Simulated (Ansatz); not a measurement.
Calculated with Ansatz (gas phase, PBE0-D4/def2-TZVP geometries, no zero-point term in ΔE). CCSD(T)/CBS is the MP2 limit (def2-TZVPP, def2-QZVPP) plus CCSD(T) − MP2 in def2-TZVPP, frozen cores. DFT in def2-TZVPP. For Ge outer-core shells are correlated without core-valence functions, which leaves a few kJ/mol of doubt a bond. Scalar relativity is left out up to krypton. One conformer a species, not always the lowest.

`[NH2][GeH2][NH][GeH2][NH2]` + `N[SiH](N)F` → `[NH2][GeH2][NH][SiH](N)F` + `[NH2][GeH2][NH2]`  (ligand exchange at a Ge–N bond)

```tsv
level	ΔE (kJ/mol)
ωB97X-V	-2.3
r2SCAN	-2.9
PBE0	-3.0
HF/def2-TZVPP	1.0
CCSD(T)/def2-TZVPP	-1.5
HF/CBS(def2)	0.8
MP2/CBS(def2)	-1.2
CCSD/CBS(def2)	-1.4
```

Q: What does CCSD(T)/CBS give? (Estimate.)

A: The calculation gave: -1.7 kJ/mol. The listed levels differ from it by -0.6, -1.2, -1.3, 2.7, 0.2, 2.5, 0.5, 0.3 kJ/mol.

Largest T1 diagnostic among the species: 0.011.
